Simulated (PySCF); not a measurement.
**Nitrogen: a sound run and one with changed settings**

Sound run: N²⁺ [He] 2s2 2p1, N³⁺ [He] 2s2. All numbers are calculated (PySCF 2.14, scalar relativity by spin-free X2C-1e, in cc-pVTZ-DK (4s3p2d1f, 30 functions)). The sound run starts from symmetry-adapted Hartree-Fock orbitals and uses a fine grid where one is needed.

A second run was set up differently.

| species | method | sound run (hartree) | changed run (hartree) | converged |
| --- | --- | --- | --- | --- |
| N²⁺ | UHF | -52.84711 | -52.84711 | yes |
| N²⁺ | TPSS | -53.00619 | -53.00793 | yes |
| N²⁺ | M06-L | -52.99115 | -53.01527 | yes |
| N³⁺ | UHF | -51.11054 | -51.11054 | yes |
| N³⁺ | TPSS | -51.23533 | -51.24266 | yes |
| N³⁺ | M06-L | -51.22311 | -51.23685 | yes |

Ionisation energy of N²⁺:

| method | sound run (eV) | changed run (eV) |
| --- | --- | --- |
| UHF | 47.255 | 47.255 |
| TPSS | 48.188 | 48.036 |
| M06-L | 48.111 | 48.393 |

Q: What was changed?
A. level shift left on
B. too few SCF iterations
C. basis contracted for another Hamiltonian
D. radial grid too coarse

A: D. It used radial step 0.5 in ln r (0.13 in the sound run). A coarse radial grid mis-integrates the density and the exchange-correlation energy, with errors of either sign; Hartree-Fock needs no grid.
